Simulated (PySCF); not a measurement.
Predicted microwave data (PBE0/pcSseg-1 in PySCF (dipole) on a GFN2-xTB geometry, gas phase) for one isomer of C3H12O3Si3:

- Rotational constants: A = 1910, B = 666.2, C = 525.7 MHz
- Dipole components: |μa| = 0.54 D, |μb| = 0.06 D, |μc| = 0.38 D
- Inertial defect: -61.88 u·Å²
- κ: -0.80

**Question.** Which structure is it? (One computed conformer of each.)
A. `[CH3:1][CH2:2][O:3][C@@H:4]1[SiH2:5][O:6][Si@@H:7]1[O:8][SiH3:9]` with C1–C2–O3–C4 -69°, C2–O3–C4–Si5 -172°, O6–Si7–O8–Si9 -50°, O3–C4–Si5–O6 -125°, C4–Si5–O6–Si7 8°, Si5–O6–Si7–O8 106°, O3–C4–Si7–O6 121°
B. `[CH3:1][CH2:2][CH2:3][SiH:4]1[O:5][SiH2:6][O:7][SiH2:8][O:9]1` with C1–C2–C3–Si4 64°, C2–C3–Si4–O5 -83°

**Answer.** B. It is CCC[SiH]1O[SiH2]O[SiH2]O1, an asymmetric top, point group C1. The candidates at the same level (rigid rotor, commonest isotopes):

```json
{"SMILES": "CCO[C@@H]1[SiH2]O[Si@@H]1O[SiH3]", "A (MHz)": "1076", "B (MHz)": "963.7", "C (MHz)": "653.2", "μa (D)": "1.30", "μb (D)": "1.68", "μc (D)": "0.14", "Δ (u·Å²)": "-220.47", "point group": "C1", "rotor": "asymmetric top"}
{"SMILES": "CCC[SiH]1O[SiH2]O[SiH2]O1", "A (MHz)": "1910", "B (MHz)": "666.2", "C (MHz)": "525.7", "μa (D)": "0.54", "μb (D)": "0.06", "μc (D)": "0.38", "Δ (u·Å²)": "-61.88", "point group": "C1", "rotor": "asymmetric top"}
```

`CCO[C@@H]1[SiH2]O[Si@@H]1O[SiH3]` has B 45 % too high. No structure here is proved a minimum.
